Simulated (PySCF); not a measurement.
Computed with PBE0-D3(BJ)/def2-TZVP in PySCF. All species are isolated molecules in the gas phase. One relaxed conformer stands for a flexible species; it need not be the lowest. Delta-SCF ions had no search for a lower state. Excitations are Tamm–Dancoff values on a coarser integration grid. The basis has no diffuse functions, so Rydberg states are missing or too high.

Reference species (SMILES): `BrB(Br)Br` (neutral, multiplicity 1).

The vertical ionisation energy (Delta-SCF) comes out as 10.31 eV and the HOMO is -8.31 eV. The brightest of the four lowest singlets (TDA) is 6.03 eV.

Changed species: `OB(Br)Br` (H–O–B–Br torsion 0°) (1 of 3 Br replaced by OH; the reference has 0 of 3 Br replaced by OH).

**Question.** Predict the effect on the vertical ionisation energy (Delta-SCF), HOMO and brightest of the four lowest singlets (TDA).

**Answer.** the vertical ionisation energy (Delta-SCF) rises by 0.22 eV, to 10.53 eV; the HOMO falls by 0.03 eV, to -8.34 eV; the brightest of the four lowest singlets (TDA) goes up by 0.89 eV, to 6.92 eV.
